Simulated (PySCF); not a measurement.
Compound: C₅H₈O₃S.
SMILES with atom numbers: `[CH2:1]=[CH:2][S:3](=[O:4])(=[O:5])[O:6][CH:7]1[CH2:8][CH2:9]1` (hydrogens: H10, H11 on C1; H12 on C2; H13 on C7; H14, H15 on C8; H16, H17 on C9)

Geometry (PBE0-D3(BJ)/def2-SVP, Å), atoms numbered from 1 in this order:
```xyz
17
C5H8O3S angstrom
C      2.2523    0.8905    0.0588
C      1.6863   -0.1524    0.6570
S      0.7671   -1.3217   -0.2873
O      1.1815   -2.6449    0.1101
O      0.7373   -0.8963   -1.6750
O     -0.7309   -1.1623    0.3365
C     -1.5517   -0.1563   -0.2053
C     -1.5442    1.1985    0.4283
C     -2.6933    0.2527    0.6526
H      2.8624    1.6009    0.6223
H      2.1200    1.0462   -1.0157
H      1.7706   -0.4066    1.7166
H     -1.6831   -0.2430   -1.2869
H     -0.8570    1.3546    1.2628
H     -1.6834    2.0672   -0.2199
H     -3.6536    0.4476    0.1695
H     -2.7587   -0.2303    1.6304
```

All values: B3LYP/def2-SVPD (PySCF, non-relativistic), on one gas-phase PBE0-D3(BJ)/def2-SVP geometry that isn't relaxed in the solvent. The solvent is an IEF-PCM continuum (cavity from Bondi-type radii × 1.2), and excitations are vertical TDDFT with non-equilibrium linear response and a frozen core. Specific hydrogen bonds and non-electrostatic terms are outside this model.

Gas-phase singlets (H = HOMO, L = LUMO):

| state | E (eV) | λ (nm) | f | leading configuration |
| --- | --- | --- | --- | --- |
| S1 | 5.669 | 219 | 0.028 | H→L 93% |
| S2 | 6.104 | 203 | 0.025 | H-1→L 68% |
| S3 | 6.153 | 202 | 0.004 | H-2→L 84% |
| S4 | 6.585 | 188 | 0.046 | H-5→L 46% |
| S5 | 6.622 | 187 | 0.005 | H-4→L 91% |

Q: What are the lowest 5 singlets in cyclohexane (ε = 2.017)?

A: 
```
state  E (eV)  λ (nm)      f  leading configuration  change by rank (eV)
   S1   5.688     218  0.038                H→L 95%               +0.019
   S2   6.191     200  0.018              H-1→L 88%               +0.087
   S3   6.330     196  0.038              H-2→L 52%               +0.177
   S4   6.689     185  0.074              H-3→L 36%               +0.104
   S5   6.833     181  0.022              H-4→L 82%               +0.211
```

Q: Give the list for tetrahydrofuran (ε = 7.426), n² = 1.97.

A: 
```
state  E (eV)  λ (nm)      f  leading configuration  change by rank (eV)
   S1   5.721     217  0.038                H→L 96%               +0.052
   S2   6.242     199  0.010              H-1→L 71%               +0.138
   S3   6.534     190  0.089              H-2→L 39%               +0.381
   S4   6.840     181  0.056              H-4→L 47%               +0.255
   S5   7.063     176  0.039              H-5→L 61%               +0.441
```

Q: The ground-state energy changes by -0.325 eV from gas to tetrahydrofuran. By how much does the total energy of gas-phase S1 change?

A: E(S1) = E(S0) + excitation energy, so it changes by -0.325 + 0.052 = -0.273 eV: it is lowered less than the ground state, which is what a blue shift means. This is the vertical state, with the slow part of the continuum still set for S0.

Q: How do the frontier levels move from gas to tetrahydrofuran?

A: 
| orbital | gas (eV) | solvent (eV) | change (eV) |
| --- | --- | --- | --- |
| LUMO+2 | 0.50 | 0.72 | +0.22 |
| LUMO+1 | 0.18 | 0.29 | +0.11 |
| LUMO | -1.70 | -1.47 | +0.23 |
| HOMO | -8.16 | -7.99 | +0.17 |
| HOMO-1 | -8.60 | -8.49 | +0.11 |
| HOMO-2 | -8.69 | -8.55 | +0.14 |
| HOMO-3 | -9.00 | -9.22 | -0.22 |

The HOMO–LUMO gap goes from 6.46 to 6.52 eV. Rows go by rank; for HOMO-3, HOMO-2, HOMO-1, LUMO+1 and LUMO+2 the atom shares or the degeneracy differ between the runs, so the row needn't follow one orbital.
